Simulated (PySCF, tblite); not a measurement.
Isomers of C5H16FNSi2. Computed values, GFN2-xTB/tblite, gas phase, harmonic and unscaled. The method is semi-empirical: single wavenumbers can be off by several per cent or more. Modes of hydrogen on silicon can be 10 to 20 % off. One conformer each.

Electronic energies: PBE0/pcSseg-1 single points on the GFN2-xTB geometries (PySCF, gas phase).

```
                      SMILES  electronic energy, lowest = 0 (kJ/mol)
CN(C)[SiH2][C@@H](F)CC[SiH3]                                   161.5
     CNC(C)(C)C[SiH2][SiH2]F                                     0.0
     CNCC(C)(C)[SiH2][SiH2]F                                    35.9
   CN(C)C(C)(C)[SiH2][SiH2]F                                    65.3
```

Question: How do GFN2-xTB zero-point energies change the relative energies?

Answer: 
| SMILES | ZPE (kJ/mol) | of it from modes above 1550 cm⁻¹ | electronic (kJ/mol) | with ZPE, lowest = 0 (kJ/mol) | lowest mode (cm⁻¹) | rings |
| --- | --- | --- | --- | --- | --- | --- |
| CNC(C)(C)C[SiH2][SiH2]F | 527.0 | 270.4 | 0.0 | 0.0 | 39 | 0 |
| CNCC(C)(C)[SiH2][SiH2]F | 526.7 | 268.4 | 35.9 | 35.6 | 3 | 0 |
| CN(C)C(C)(C)[SiH2][SiH2]F | 523.6 | 267.5 | 65.3 | 61.9 | 21 | 0 |
| CN(C)[SiH2][C@@H](F)CC[SiH3] | 515.8 | 262.0 | 161.5 | 150.3 | 35 | 0 |

The zero-point energies span 11.2 kJ/mol, from `CN(C)[SiH2][C@@H](F)CC[SiH3]` to `CNC(C)(C)C[SiH2][SiH2]F`. The order is unchanged.

Question: And how do the electronic energies of GFN2-xTB itself compare?

Answer: `CNC(C)(C)C[SiH2][SiH2]F` 0.0; `CNCC(C)(C)[SiH2][SiH2]F` 7.9; `CN(C)C(C)(C)[SiH2][SiH2]F` 17.1; `CN(C)[SiH2][C@@H](F)CC[SiH3]` 113.7 kJ/mol, lowest = 0. Against the energies above, taken from the same isomer `CNC(C)(C)C[SiH2][SiH2]F`, the largest difference is 48.2 kJ/mol.
